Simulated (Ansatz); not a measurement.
`C[O][GaH][SH]` + HCl → `[SH][GaH][Cl]` + CH₃OH at 298.15 K and 1 bar (ligand exchange at a Ga–O bond).

Isolated molecules relaxed with PBE0-D4/def2-TZVP in Ansatz; ΔE leaves out vibrations. CCSD(T)/CBS adds triple-zeta CCSD(T) − MP2 to the extrapolated MP2 energy (def2 sets, frozen cores). This one scheme is used for every species. For Ga outer-core shells are correlated without core-valence functions, which leaves a few kJ/mol of doubt a bond. Scalar relativity is left out up to krypton. One conformer a species, not always the lowest.

| species | CCSD(T)/CBS energy (Eh) | H − E (kJ/mol) | S (J/(mol·K)) |
| --- | --- | --- | --- |
| `C[O][GaH][SH]` | -2437.99512 | 173.3 | 352.5 |
| HCl | -460.38127 | 26.6 | 186.8 |
| `[SH][GaH][Cl]` | -2782.78263 | 62.2 | 314.5 |
| CH₃OH | -115.61712 | 146.3 | 238.2 |

H − E and S are ideal-gas, rigid-rotor, harmonic terms from PBE0-D4/def2-TZVP, for one conformer and one mirror image of each species. 1 Eh = 2625.50 kJ/mol, R = 8.31446 J/(mol·K).

Q: By hand: ΔE, ΔH, ΔS and ΔG.

A: ΔE = (-2782.78263) + (-115.61712) − (-2437.99512) − (-460.38127) = -0.02336 Eh = -61.3 kJ/mol. Δ(H − E) = 62.2 + 146.3 − 173.3 − 26.6 = 8.6, so ΔH = -52.7 kJ/mol. ΔS = 314.5 + 238.2 − 352.5 − 186.8 = 13.4 J/(mol·K). ΔG = -52.7 − 298.15 × (13.4)/1000 = -56.7 kJ/mol.

Q: By hand: the equilibrium constant, and the temperature at which ΔG would vanish if ΔH and ΔS stayed fixed.

A: log₁₀ K = −ΔG/(RT ln 10) = 9.9. ΔH and −TΔS have one sign here, so there is no such temperature.

The number of gas molecules stays the same, so ΔS is small and ΔH decides. A doubt of 5 kJ/mol in ΔE shifts log₁₀ K by 0.9 here. Other conformers and mirror images would add mixing entropy, several J/(mol·K) or more a flexible species. These are equilibria of isolated gas molecules and say nothing of rates. Largest T1 diagnostic: 0.014 (customary marks: 0.02 for closed shells, 0.045 for open ones).
